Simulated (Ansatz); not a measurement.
Reaction (ligand exchange at a B–C bond): `BC1BNC1` + `CN[SiH2]Cl` → `BN(C)[SiH2]Cl` + `B1CCN1`

Calculated with Ansatz (gas phase, PBE0-D4/def2-TZVP geometries, no zero-point term in ΔE). CBS: MP2 limit from def2 TZ/QZ plus the TZ coupled-cluster correction, frozen cores. Each species was taken in one conformer, which may not be the lowest.

`BC1BNC1`:

Z-matrix (Å, degrees):
```
C
B 1 1.641
B 1 1.514 2 101.5
C 1 1.544 2 82.1 3 -120.0
H 1 1.092 2 110.8 3 125.4
N 2 1.385 1 90.8 3 119.0
H 2 1.191 1 137.5 3 -61.6
H 3 1.202 1 120.3 2 -77.1
H 3 1.198 1 120.7 2 97.3
H 4 1.094 1 113.2 2 -115.5
H 4 1.094 1 114.6 2 118.2
H 6 1.006 2 137.9 1 178.9
```

`CN[SiH2]Cl`:

Z-matrix (Å, degrees):
```
C
N 1 1.450
H 1 1.096 2 113.1
H 1 1.093 2 110.8 3 -122.0
H 1 1.093 2 109.4 3 119.9
Si 2 1.697 1 123.8 3 -88.7
H 2 1.008 1 113.6 3 65.8
Cl 6 2.075 2 114.8 1 68.9
H 6 1.479 2 108.8 1 -48.4
H 6 1.479 2 108.1 1 -172.4
```

`BN(C)[SiH2]Cl`:

Cartesian coordinates in Å:
```
B 1.171 1.000 0.616
N 0.126 0.180 0.175
C -1.257 0.400 0.588
Si 0.426 -1.149 -0.900
Cl -0.531 -0.832 -2.693
H 0.933 1.895 1.376
H 2.283 0.784 0.229
H -1.298 1.219 1.305
H -1.674 -0.497 1.057
H -1.885 0.654 -0.270
H -0.168 -2.385 -0.338
H 1.874 -1.270 -1.147
```

`B1CCN1`:

Z-matrix (Å, degrees):
```
C
C 1 1.550
B 1 1.595 2 83.8
H 1 1.091 2 114.3 3 -117.1
H 1 1.091 2 114.3 3 117.1
N 2 1.460 1 90.5 3 -0.0
H 2 1.095 1 114.8 3 -116.4
H 2 1.095 1 114.8 3 116.4
H 3 1.195 1 138.8 2 180.0
H 6 1.006 2 126.8 1 -180.0
```

```csv
species,CCSD(T)/CBS(def2) energy (Eh)
`BC1BNC1`,-184.60053
`CN[SiH2]Cl`,-845.29269
`BN(C)[SiH2]Cl`,-870.71740
`B1CCN1`,-159.21673
```

Work out ΔE.

ΔE = (-870.71740) + (-159.21673) − (-184.60053) − (-845.29269) = -0.04091 Eh = -107.4 kJ/mol.

What do rigid-rotor, harmonic-oscillator terms from PBE0-D4/def2-TZVP frequencies (298.15 K, 1 bar) make of the CCSD(T)/CBS value? (Best estimate.)

Ansatz gave: ΔZPE = +3.1 kJ/mol, ΔH = -105.4 kJ/mol, ΔS = -8 J/(mol·K), ΔG = -103.1 kJ/mol.

Largest T1 diagnostic among the species: 0.014.

Leaving LDA and LC-ωPBE aside and taking each functional with its dispersion term where it has one, the values, not all of them listed here, spread over 9.5 kJ/mol, from BHLYP-D4 to revPBE-D4. LDA lies −4.6 kJ/mol from PBE without D4. At CCSD(T), def2-SVP lies −12.8 kJ/mol from the extrapolated value and def2-TZVPP −2.6 kJ/mol. From BLYP to BHLYP (50 % exact exchange), in def2-TZVPP and without D4, ΔE moves by −3.8 kJ/mol.
